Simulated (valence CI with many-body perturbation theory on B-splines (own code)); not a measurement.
# Which ion has this spectrum?

A relativistic CI+MBPT calculation for an atom or ion with 22 electrons gives these levels (eV):

```
J  Parity       E     g
0    even   0.000      
1    even  37.488  1.49
4    even  48.259  1.07
2    even  49.721  1.24
3    even  53.049  1.15
0    even  82.767      
2    even  84.254  1.22
4    even  85.313  1.15
3    even  87.103  1.15
5    even  90.739  1.08
6    even  93.354  1.07
1    even  94.384  1.11
4    even  97.993  1.03
3    even  98.078  1.08
```

The energies are calculated, and their last digits are not significant.

(1) Which is it?
A. Tb43+
B. Ho45+
C. Gd42+
D. Dy44+

## Answers

(1) B. Ho45+, ground level (3d3/2^4) J=0.
